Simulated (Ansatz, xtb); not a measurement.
# Two isomers of C7H7FO

We compare X, `O=CC1=CCCC(F)=C1`, a singlet, with Y, `O=CC1=CC=C(F)CC1`, a singlet. Both are isolated molecules in the gas phase, relaxed with PBE-D3(BJ)/def2-SVP; the shapes shown needn't be the lowest conformers.

X (Å):

```xyz
16

C    -3.4957    0.5594    0.3993
C    -2.0164    0.5382    0.3372
C    -1.3382    1.6653   -0.0279
C     0.1539    1.6295   -0.2016
C     0.8327    0.5922    0.7104
C     0.0286   -0.6750    0.7904
C    -1.3122   -0.7114    0.6351
F     0.7312   -1.7709    1.1270
O    -4.1909   -0.4099    0.6574
H    -3.9508    1.5719    0.1746
H    -1.8967    2.5843   -0.2733
H     0.6042    2.6311   -0.0514
H     0.3547    1.3701   -1.2706
H     1.8562    0.3604    0.3541
H     0.9482    0.9947    1.7446
H    -1.8956   -1.6319    0.7750
```

Y (Å):

```yaml
atoms:
  - { symbol: C, position_ang: [-1.1832, -1.3380, -1.1825] }
  - { symbol: C, position_ang: [-0.9027, -0.9126, 0.1915] }
  - { symbol: C, position_ang: [0.1131, -0.0314, 0.4533] }
  - { symbol: C, position_ang: [0.4147, 0.4019, 1.8029] }
  - { symbol: C, position_ang: [-0.4859, 0.1301, 2.7851] }
  - { symbol: C, position_ang: [-1.7896, -0.5664, 2.5335] }
  - { symbol: C, position_ang: [-1.6806, -1.5194, 1.3349] }
  - { symbol: F, position_ang: [-0.2927, 0.5679, 4.0364] }
  - { symbol: O, position_ang: [-2.0610, -2.1335, -1.4974] }
  - { symbol: H, position_ang: [-0.5105, -0.8641, -1.9616] }
  - { symbol: H, position_ang: [0.7217, 0.3586, -0.3802] }
  - { symbol: H, position_ang: [1.3162, 0.9879, 2.0307] }
  - { symbol: H, position_ang: [-2.1046, -1.1026, 3.4509] }
  - { symbol: H, position_ang: [-2.5629, 0.2182, 2.3525] }
  - { symbol: H, position_ang: [-2.6772, -1.8416, 0.9755] }
  - { symbol: H, position_ang: [-1.1547, -2.4521, 1.6463] }
```

Energies in hartree; the thermal terms are from GFN2-xTB frequencies at re-optimised GFN2-xTB minima (ideal gas, soft modes damped towards free rotors, one conformer each, 298.15 K, 1 atm) and include the zero-point energy:

```
                              X           Y
E, CCSD(T)/def2-SVP  −444.465141  −444.467695
    E, MP2/def2-SVP  −444.358740  −444.362239
  E, MP2/def2-TZVPP  −445.174441  −445.178167
  zero-point energy     0.120027     0.120310
       H(298 K) − E     0.129201     0.129391
       G(298 K) − E     0.086871     0.087319
```

**Question.** Correct the CCSD(T) difference for the basis set by the MP2 change, then work out ΔE, ΔE₀, ΔH and ΔG for X → Y in kJ/mol (1 Eh = 2625.50 kJ/mol) and the equilibrium ratio [Y]/[X].

**Answer.** 1. Differences Y − X: CCSD(T) −0.002554, MP2 in the small set −0.003499, MP2 in the large set −0.003726 Eh.
2. ΔE = −0.002554 + (−0.003726 − (−0.003499)) = −0.002781 Eh = −7.30 kJ/mol.
3. ΔE₀ = ΔE + ΔZPE = −0.002781 + (+0.000283) Eh = −6.56 kJ/mol.
4. ΔH = ΔE + (+0.000190) Eh = −6.80 kJ/mol.
5. ΔG = ΔE + (+0.000448) Eh = −6.13 kJ/mol, so ΔS = (ΔH − ΔG)/T = −2.3 J/(mol K).
6. kT = 0.9442 mEh, so K = [Y]/[X] = exp(−ΔG/kT) = exp(+2.47) ≈ 12.

Structure Y is favoured at this temperature. An error of 4 kJ/mol in ΔG would change K by a factor of 5. Mirror images and further conformers aren't counted.

As drawn, both hold the same kinds of bond in the same numbers.

Other levels gave ΔE = −11.3 (GFN2-xTB); −2.6 (HF/STO-3G, GFN2-xTB geometries); −15.0 (r2SCAN-D4/def2-SVP, GFN2-xTB geometries); −14.6 (PBE-D3(BJ)/def2-SVP); −5.6 (HF/def2-SVP); −9.2 (MP2/def2-SVP); −6.7 (CCSD(T)/def2-SVP) kJ/mol. The correlated steps freeze 9 core orbitals. Programs: Ansatz 0.2.0, xtb 6.7.1.
